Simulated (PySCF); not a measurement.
What does the PBE/6-31G* structure of `[C@@H]1([C@@H](C[C@@H]1F)C(Br)=O)C` look like in three dimensions?

Z-matrix in Å and degrees, rows numbered from 1:
```
C 
C   1  1.5189
C   2  1.5481  1  120.74
F   3  1.3853  2  116.48  1    96.19
C   3  1.5400  2   90.32  1  -143.02
C   5  1.5524  3   87.50  2    20.68
C   6  1.4973  2  115.27  1   -96.82
O   7  1.1971  6  128.73  2   -90.56
Br  7  2.0329  6  111.29  2    85.95
H   1  1.1046  2  111.13  3    51.90
H   1  1.1039  2  110.38  3   -67.89
H   1  1.1029  2  111.28  3   172.10
H   2  1.1056  1  111.61  3   127.40
H   3  1.1071  2  111.45  1   -28.70
H   5  1.1005  3  118.98  2   141.48
H   5  1.1018  3  110.39  2   -90.04
H   6  1.1009  2  110.28  1    28.68
```

The 4-membered ring C2–C3–C5–C6 has internal angles of 86.2° to 90.3° (sum 353°, against 360° for a flat polygon); it is puckered, 0.14 Å rms from its mean plane, widest ring torsion 21°. Of the pairs four or more bonds apart, O8···H16 is among the closest relative to their van der Waals radii: 2.63 Å, 97 % of the sum of Bondi's values. The C–C distances run from 1.497 Å (C6–C7, drawn single) to 1.582 Å (C2–C6, drawn single), a spread of 0.085 Å.

Computed with PBE/6-31G* geometry optimisation, gas phase in PySCF 2.14.0.

Point group: C1 (no symmetry element, even within 0.4 Å). Whether it is a minimum is left open (no frequencies). The numbers are those of one conformer (C5–C6–C7–O8 12°, C1–C2–C3–F4 96°, C2–C3–C5–C6 21°, C3–C5–C6–C7 -138°, C1–C2–C6–C5 144°).

On 4 threads of an Intel Xeon 6975P-C, no GPU, shared host, this took 59 s wall, 5.7 min CPU and 1.1 GiB of memory at its peak. This is the geometry optimisation.
